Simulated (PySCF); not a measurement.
## Working out the ionisation energy of Au⁺

Au⁺ [Xe] 4f14 5d10 (1S) → Au²⁺ [Xe] 4f14 5d9 (2D). All numbers are calculated (PySCF 2.14, scalar relativity through the core potential, in cc-pVDZ-PP with ECP60MDF (4s4p3d1f, 38 functions)). Frozen: 5s2 5p6. Energies in hartree (1 hartree = 27.21139 eV):

```csv
part,Au⁺ (lower),Au²⁺ (upper)
UHF,-134.498404,-133.800502
MP2 opposite-spin,-0.163749,-0.127010
MP2 same-spin,-0.089139,-0.070113
```

What does Hartree-Fock give?

(-133.800502) − (-134.498404) = 0.697902 hartree = 18.991 eV.

What do MP2 and SCS-MP2 (6/5 opposite-spin, 1/3 same-spin) give?

The opposite-spin parts differ by 1.000 eV and the same-spin parts by 0.518 eV. MP2: 18.991 + (1.000) + (0.518) = 20.509 eV. SCS-MP2: 18.991 + 1.2 × (1.000) + (0.518)/3 = 20.364 eV.

Reference: 20.203 ± 0.025 eV (measured; NIST Atomic Spectra Database, ionization energies), between the lowest levels; spin-orbit coupling is absent from the calculation.

A double-zeta basis recovers only part of the correlation energy.

What remains against the reference includes basis incompleteness, the frozen core and correlation beyond second order.
